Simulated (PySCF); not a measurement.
PySCF input file for Si(F)(Br)(OH)(OMe) (CH4BrFO2Si), SMILES F[Si](O)(OC)Br, TDA-PBE/def2-SVPD. Coordinates come from a B3LYP-D3(BJ)/def2-SVP optimisation. Other conformers were not sampled.

```python
import numpy as np
from pyscf import gto, scf, dft, tdscf

mol = gto.M(
    atom='''
    C    -2.24878580   -0.10746404   -1.41104218
    O    -1.25200262    0.83019434   -1.04886912
    Si    0.25495872    0.50749674   -0.53258912
    O     1.11284891   -0.22212126   -1.72388821
    F     0.91928793    1.91268632   -0.12020632
    Br    0.23923890   -0.76779558    1.29190367
    H    -1.93118817   -0.71422981   -2.27579852
    H    -2.48559399   -0.78282373   -0.57084516
    H    -3.15789013    0.44774081   -1.68316317
    H     1.96424219   -0.61677346   -1.50040517
    ''',
    basis='def2-SVPD',
    charge=0,
    spin=0,
    max_memory=1600,
    verbose=4,
)
mf = dft.RKS(mol, xc='pbe').density_fit(auxbasis='def2-universal-jkfit')
mf.grids.level = 3
mf.conv_tol = 1e-9
mf.max_cycle = 100
mf.kernel()
mf.grids = dft.Grids(mol).set(level=1).build(with_non0tab=True)  # coarser grid for the response kernel
td = tdscf.TDA(mf)
td.singlet = True
td.nstates = 10
td.conv_tol = 1e-4
td.positive_eig_threshold = 1e-6
td.kernel(x0=td.get_init_guess(mf, 15))
td.analyze()
tt = tdscf.TDA(mf)
tt.singlet = False
tt.nstates = 4
tt.conv_tol = 1e-4
tt.positive_eig_threshold = 1e-6
tt.kernel(x0=tt.get_init_guess(mf, 9))
tt.analyze(verbose=3)
```

Log of the run:

```
PySCF version 2.14.0

[INPUT] verbose = 4
[INPUT] num. atoms = 10
[INPUT] num. electrons = 84
[INPUT] charge = 0
[INPUT] spin (= nelec alpha-beta = 2S) = 0
[INPUT] symmetry False subgroup None
[INPUT] Mole.unit = angstrom
[INPUT] Symbol           X                Y                Z      unit          X                Y                Z       unit  Magmom
[INPUT]  1 C     -2.248785800000  -0.107464040000  -1.411042180000 AA   -4.249589274811  -0.203077603839  -2.666483270409 Bohr   0.0
[INPUT]  2 O     -1.252002620000   0.830194340000  -1.048869120000 AA   -2.365942059038   1.568839932764  -1.982075377314 Bohr   0.0
[INPUT]  3 Si     0.254958720000   0.507496740000  -0.532589120000 AA    0.481802153870   0.959029847710  -1.006447573723 Bohr   0.0
[INPUT]  4 O      1.112848910000  -0.222121260000  -1.723888210000 AA    2.102979657921  -0.419748347843  -3.257676586267 Bohr   0.0
[INPUT]  5 F      0.919287930000   1.912686320000  -0.120206320000 AA    1.737202417318   3.614453307002  -0.227157023242 Bohr   0.0
[INPUT]  6 Br     0.239238900000  -0.767795580000   1.291903670000 AA    0.452095999342  -1.450923365852   2.441344115620 Bohr   0.0
[INPUT]  7 H     -1.931188170000  -0.714229810000  -2.275798520000 AA   -3.649416736300  -1.349698730900  -4.300635917491 Bohr   0.0
[INPUT]  8 H     -2.485593990000  -0.782823730000  -0.570845160000 AA   -4.697091897965  -1.479322453510  -1.078741011934 Bohr   0.0
[INPUT]  9 H     -3.157890130000   0.447740810000  -1.683163170000 AA   -5.967547477167   0.846107505691  -3.180717414255 Bohr   0.0
[INPUT] 10 H      1.964242190000  -0.616773460000  -1.500405170000 AA    3.711879781416  -1.165532920300  -2.835354847181 Bohr   0.0

nuclear repulsion = 557.687622211762
number of shells = 76
number of NR pGTOs = 294
number of NR cGTOs = 186
basis = def2-SVPD
ecp = {}


[settings echo left out]
init E= -3152.65454316523
  HOMO = -0.313079670664445  LUMO = -0.0684971979469862  gap/eV = 6.65543
cycle= 1 E= -3152.98866336893  delta_E= -0.334  |g|= 1.09  |ddm|= 4.66
  HOMO = -0.135188770060662  LUMO = -0.0220845307461355  gap/eV = 3.07772
cycle= 2 E= -3152.04062076676  delta_E= 0.948  |g|= 2.43  |ddm|= 3.45
  HOMO = -0.251211385363187  LUMO = -0.0422922411451205  gap/eV = 5.68498
cycle= 3 E= -3153.19959431838  delta_E= -1.16  |g|=  0.2  |ddm|= 2.57
  HOMO = -0.267669303363434  LUMO = -0.0425570328434586  gap/eV = 6.12562
cycle= 4 E= -3153.20578755524  delta_E= -0.00619  |g|= 0.156  |ddm|= 0.456
  HOMO = -0.272830448829618  LUMO = -0.0435608860887911  gap/eV = 6.23874
cycle= 5 E= -3153.21015617469  delta_E= -0.00437  |g|= 0.0294  |ddm|= 0.153
  HOMO = -0.269074736997335  LUMO = -0.0424197709027534  gap/eV = 6.16760
cycle= 6 E= -3153.21032209522  delta_E= -0.000166  |g|= 0.0158  |ddm|= 0.0593
  HOMO = -0.269951658275556  LUMO = -0.0424212836285043  gap/eV = 6.19142
cycle= 7 E= -3153.21036603461  delta_E= -4.39e-05  |g|= 0.00237  |ddm|= 0.0196
  HOMO = -0.27006923917893  LUMO = -0.0425887143182151  gap/eV = 6.19006
cycle= 8 E= -3153.21036720297  delta_E= -1.17e-06  |g|= 0.00121  |ddm|= 0.00441
  HOMO = -0.270100901350534  LUMO = -0.0425637985982203  gap/eV = 6.19160
cycle= 9 E= -3153.210367471  delta_E= -2.68e-07  |g|= 0.000434  |ddm|= 0.00146
  HOMO = -0.27008409905368  LUMO = -0.0425561397625689  gap/eV = 6.19135
cycle= 10 E= -3153.21036750888  delta_E= -3.79e-08  |g|= 7.54e-05  |ddm|= 0.000581
  HOMO = -0.270087878699932  LUMO = -0.0425579519248735  gap/eV = 6.19140
cycle= 11 E= -3153.21036751015  delta_E= -1.28e-09  |g|= 2.37e-05  |ddm|= 0.000129
  HOMO = -0.2700871543981  LUMO = -0.0425579348707528  gap/eV = 6.19139
cycle= 12 E= -3153.21036751028  delta_E= -1.28e-10  |g|= 7.56e-06  |ddm|= 3.3e-05
  HOMO = -0.270087291372409  LUMO = -0.042557879537569  gap/eV = 6.19139
Extra cycle  E= -3153.21036751025  delta_E= 2.86e-11  |g|= 1.17e-05  |ddm|= 1.89e-05
converged SCF energy = -3153.21036751025
tot grids = 44472
Overwritten attributes  positive_eig_threshold  of <class 'pyscf.tdscf.rks.TDA'>


******** <class 'pyscf.tdscf.rks.TDA'> for <class 'pyscf.df.df_jk.DFRKS'> ********
nstates = 10 singlet
deg_eia_thresh = 1.000e-03
wfnsym = None
conv_tol = 0.0001
eigh lindep = 1e-12
eigh level_shift = 0
eigh max_cycle = 100


Excitation energies (eV)
[6.26957669 6.5117404  6.71269014 7.0293431  7.29727117 7.44744689
 7.53273812 7.61563372 7.71756097 7.75713624]

** Singlet excitation energies and oscillator strengths **
Excited State   1:      6.26958 eV    197.76 nm  f=0.0143
      42 -> 43       -0.70085
Excited State   2:      6.51174 eV    190.40 nm  f=0.0256
      41 -> 43        0.69953
Excited State   3:      6.71269 eV    184.70 nm  f=0.0460
      40 -> 43        0.69363
Excited State   4:      7.02934 eV    176.38 nm  f=0.0169
      39 -> 43        0.68834
      42 -> 44       -0.10736
Excited State   5:      7.29727 eV    169.90 nm  f=0.0203
      42 -> 44        0.67435
Excited State   6:      7.44745 eV    166.48 nm  f=0.0116
      38 -> 43        0.10950
      41 -> 44        0.68451
Excited State   7:      7.53274 eV    164.59 nm  f=0.0138
      42 -> 45       -0.70053
Excited State   8:      7.61563 eV    162.80 nm  f=0.0054
      38 -> 43        0.18158
      40 -> 44       -0.66949
Excited State   9:      7.71756 eV    160.65 nm  f=0.0514
      38 -> 43       -0.64926
      40 -> 44       -0.18349
      41 -> 44        0.10558
      41 -> 45       -0.11471
Excited State  10:      7.75714 eV    159.83 nm  f=0.0079
      41 -> 45       -0.67683

** Transition electric dipole moments (AU) **
state          X           Y           Z        Dip. S.      Osc.
  1        -0.2555      0.1657     -0.0138      0.0930      0.0143
  2         0.1453      0.1912      0.3205      0.1604      0.0256
  3         0.4714     -0.0409     -0.2357      0.2794      0.0460
  4         0.0672      0.1360     -0.2746      0.0984      0.0169
  5        -0.2618      0.0528     -0.2050      0.1134      0.0203
  6        -0.1830     -0.0268     -0.1711      0.0635      0.0116
  7        -0.1973      0.0013      0.1892      0.0747      0.0138
  8        -0.0728      0.1029     -0.1140      0.0289      0.0054
  9        -0.1707     -0.4816      0.1044      0.2719      0.0514
 10        -0.1692     -0.0928     -0.0674      0.0418      0.0079

** Transition velocity dipole moments (imaginary part, AU) **
state          X           Y           Z        Dip. S.      Osc.
  1        -0.0530      0.0336     -0.0054      0.0040      0.0115
  2         0.0331      0.0445      0.0672      0.0076      0.0212
  3         0.0959     -0.0091     -0.0405      0.0109      0.0295
  4         0.0160      0.0181     -0.0488      0.0030      0.0076
  5        -0.0631      0.0137     -0.0313      0.0052      0.0128
  6        -0.0510     -0.0272     -0.0479      0.0056      0.0137
  7        -0.0419     -0.0011      0.0534      0.0046      0.0111
  8         0.0079      0.0210     -0.0304      0.0014      0.0034
  9        -0.0282     -0.1189      0.0214      0.0154      0.0362
 10        -0.0336     -0.0134      0.0038      0.0013      0.0031

** Transition magnetic dipole moments (imaginary part, AU) **
state          X           Y           Z
  1         0.3350      0.1336      0.1140
  2         0.3483     -0.1014     -0.0435
  3        -0.0384     -0.3785     -0.0601
  4         0.1412     -0.3713     -0.3195
  5        -0.0317     -0.2354     -0.3751
  6         0.1053      0.0496     -0.1139
  7         0.1856     -0.4105     -0.0091
  8         0.0421      0.0700     -0.2548
  9         0.1965     -0.0568      0.4919
 10        -0.2532     -0.0276     -0.0291


******** <class 'pyscf.tdscf.rks.TDA'> for <class 'pyscf.df.df_jk.DFRKS'> ********
nstates = 4 triplet
deg_eia_thresh = 1.000e-03
wfnsym = None
conv_tol = 0.0001
eigh lindep = 1e-12
eigh level_shift = 0
eigh max_cycle = 100


Excitation energies (eV)
[6.08348827 6.25372287 6.46627031 6.8298006 ]

** Triplet excitation energies and oscillator strengths **
Excited State   1:      6.08349 eV    203.80 nm  f=0.0000
Excited State   2:      6.25372 eV    198.26 nm  f=0.0000
Excited State   3:      6.46627 eV    191.74 nm  f=0.0000
Excited State   4:      6.82980 eV    181.53 nm  f=0.0000
```

The calculation finished and met its thresholds.

Cost: about 90 core-seconds (a rough figure).
